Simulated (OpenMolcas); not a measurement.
3d ions of charge +4 along the row

```
Program             : OpenMolcas
Method              : MS-CASPT2, IPEA 0.25 Eh, imaginary shift 0.1 Eh
Basis               : ANO-RCC-VTZP
Scalar Hamiltonian  : DKH2, point nucleus
Spin-orbit coupling : state interaction with AMFI integrals over the reference wave functions, term energies averaged over their components
```

Active space: the 3d shell; CASPT2 also correlates the outermost closed s and p core shells.

B and C come from two terms' centres of gravity (d2, d8: 3P = 15B, 1G = 12B + 2C; d3, d7: 4P = 15B, 2G = 4B + 3C; d4, d6: 3G = 9B + 4C, 3H = 4B + 4C; d5: 4D = 17B + 5C, 4G = 10B + 5C, above the ground term), where all their levels are at least 80 % pure. ζ = ±2S·A comes from the whole width of the ground multiplet by E(J) = (A/2) J(J+1), where its levels are at least 85 % pure. Energies in cm-1.

| Ion | Configuration | Lowest level | Weight (%) | B | B measured | C | C measured | ζ | ζ measured |
| --- | --- | --- | --- | --- | --- | --- | --- | --- | --- |
| Mn4+ | 3d3 | 4F 3/2 | 100 | 1109 | 1065 | 4443 | 4365 | 430 | 403 |
| Fe4+ | 3d4 | 5D0 | 100 | 1035 | 982 | 5292 | 5137 | 565 | 513 |
| Co4+ | 3d5 | 6S 5/2 | 100 | 1121 |  | 5702 |  |  |  |
| Ni4+ | 3d6 | 5D4 | 100 | 1280 | 1271 | 5606 | 5383 | 799 | 823 |
| Cu4+ | 3d7 | 4F 9/2 | 100 | 1311 | 1302 | 5494 | 5496 | 975 | 1008 |

Measured columns use the levels in Corliss and Sugar, J. Phys. Chem. Ref. Data 6, 1253 (1977) (Mn4+); Corliss and Sugar, J. Phys. Chem. Ref. Data 11, 135 (1982) (Fe4+); Corliss and Sugar, J. Phys. Chem. Ref. Data 10, 197 (1981) (Ni4+); Sugar and Musgrove, J. Phys. Chem. Ref. Data 19, 527 (1990) (Cu4+).

The computed B goes from 1109 (Mn4+) to 1311 cm-1 (Cu4+), a factor of 1.18, though not at every step. It departs from the measured column by +1 to +5 %. The Trees term is left out, which lowers the B read from the levels of every ion, most for d4 to d6. The pair of terms that fixes B changes along the row, so steps between ions also reflect that choice.

The computed ζ goes from 430 (Mn4+) to 975 cm-1 (Cu4+), a factor of 2.27, rising at every step. It departs from the measured column by -3 to +10 %.

Term energies are means over components that CASPT2 splits; among the low terms the widest spread is 1000 cm-1 (3d6 1I, Ni4+). Terms from blocks run as CI alone lack orbitals of their own. The CASPT2 spread within a term exceeds the gap to the next term for 3d4 3D and 3d4 1G(1), 3d4 1G(1) and 3d4 1I, 3d4 3P(2) and 3d4 3F(2), so the order of their levels is uncertain, and so are names and mixing where such terms share a J (figures for Fe4+; the like holds for Ni4+, Cu4+). Blocks of more than 70 roots (2S+1 = 2 even) ran without multistate coupling (holds for Co4+). Some levels mix across a computed gap that differs much from the measured one, so their mixing is not that of the real levels (holds for Co4+). Measured partners are found by configuration, term and J. A level has none where our copy of the source lacks it or the pairing is in doubt (some pairs that miss far off the trend of their configuration count as doubtful), and it then counts in no deviation. Levels of configurations outside the active space are missing.

A number in round brackets counts repeated terms of one configuration in the order of the reference energies.
